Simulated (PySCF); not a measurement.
Screening by computed properties: pick the candidate that meets the target.

All species are isolated and taken at one optimised geometry, non-relativistic unless stated. Electronic properties by PySCF.

Dipoles, sizes and rotational constants follow the conformer. The torsions of the flexible species, by atom-mapped SMILES:
- `[CH3:1][O:2][c:3]1[cH:4][cH:5][cH:6][o:7]1`: C1–O2–C3–C4 180°
- `[CH3:1][CH:2]([CH3:3])[NH:4][C:5]([CH3:6])([CH3:7])[CH3:8]`: C1–C2–N4–C5 -78°, C2–N4–C5–C6 82°
- `[F:1][CH:2]([F:3])[O:4][C:5]1=[CH:6][O:7][CH2:8][CH2:9]1`: F1–C2–O4–C5 -169°, C2–O4–C5–C6 -14°
- `[CH3:1][CH2:2][CH2:3][C@H:4]([CH3:5])[N:6]([CH3:7])[CH3:8]`: C1–C2–C3–C4 180°, C2–C3–C4–C5 -179°, C3–C4–N6–C7 -157°
- `[CH2:1]=[C:2]([F:3])[Si:4]1([CH2:5][F:6])[SiH2:7][O:8][SiH2:9]1`: C1–C2–Si4–C5 -177°, C2–Si4–C5–F6 -177°
- `[CH3:1][CH2:2]/[C:3]([F:4])=[C:5](/[O:6][CH3:7])[C:8](=[O:9])[F:10]`: C1–C2–C3–F4 92°, C3–C5–O6–C7 2°, C3–C5–C8–O9 5°
- `[O:1]=[CH:2]/[C:3](=[CH:4]\[C:5]([F:6])([F:7])[F:8])[SiH2:9][F:10]`: O1–C2–C3–C4 179°, C3–C4–C5–F6 -60°, C2–C3–Si9–F10 180°
- `[CH3:1][CH:2]([CH3:3])[CH:4]([NH2:5])[CH:6]([CH3:7])[CH3:8]`: C1–C2–C4–N5 62°, C2–C4–C6–C7 -53°, H–N5–C4–C2 58°, H–N5–C4–C2 -62°
- `[CH2:1]=[CH:2][CH2:3][C@@H:4]1[O:5][C@H:6]1[O:7][CH:8]([F:9])[F:10]`: C1–C2–C3–C4 -8°, C2–C3–C4–O5 152°, O5–C6–O7–C8 -63°, C6–O7–C8–F9 -76°

Question: Wanted: smallest rotational constant between 1.1 GHz and 1.4 GHz (GFN2-xTB) and HOMO–LUMO gap above 7 eV (PBE0/pcSseg-1), at GFN2-xTB geometries. Which candidate meets both?
A. `FC(F)OC1=COCC1`
B. `C=C(F)[Si]1(CF)[SiH2]O[SiH2]1`
C. `CC(C)NC(C)(C)C`
D. `COC1=CC=CO1`
E. `CCC[C@H](C)N(C)C`
F. `C1(C=CC(Cl)=CC1=O)=O`

Answer: C. Computed values:
```csv
species,smallest rotational constant,HOMO–LUMO gap
C=C(F)[Si]1(CF)[SiH2]O[SiH2]1,0.600 GHz,6.14 eV
C1(C=CC(Cl)=CC1=O)=O,0.709 GHz,3.61 eV
FC(F)OC1=COCC1,0.787 GHz,6.89 eV
CCC[C@H](C)N(C)C,1.023 GHz,7.24 eV
CC(C)NC(C)(C)C,1.165 GHz,7.48 eV
COC1=CC=CO1,1.718 GHz,6.60 eV
```

Question: Wanted: dipole moment between 3.1 D and 4 D (PBE0/pcSseg-1) and HOMO energy below -6.9 eV (PBE0/pcSseg-1), at GFN2-xTB geometries. Which candidate meets both?
A. `O=C1C=CC(Cl)=CC1=O`
B. `O=C/C(=C\C(F)(F)F)[SiH2]F`
C. `C=CC[C@@H]1O[C@H]1OC(F)F`
D. `CC/C(F)=C(/OC)C(=O)F`
E. `CC(C)NC(C)(C)C`
F. `COC1=CC=CO1`
G. `CC(C)C(N)C(C)C`

Answer: D. Computed values:
```
                  species  dipole moment  HOMO energy
O=C/C(=C\C(F)(F)F)[SiH2]F         0.52 D     -8.41 eV
           CC(C)NC(C)(C)C         0.93 D     -6.23 eV
              COC1=CC=CO1         1.16 D     -5.83 eV
           CC(C)C(N)C(C)C         1.33 D     -6.66 eV
 C=CC[C@@H]1O[C@H]1OC(F)F         2.98 D     -7.91 eV
     CC/C(F)=C(/OC)C(=O)F         3.17 D     -7.04 eV
       O=C1C=CC(Cl)=CC1=O         4.45 D     -7.67 eV
```
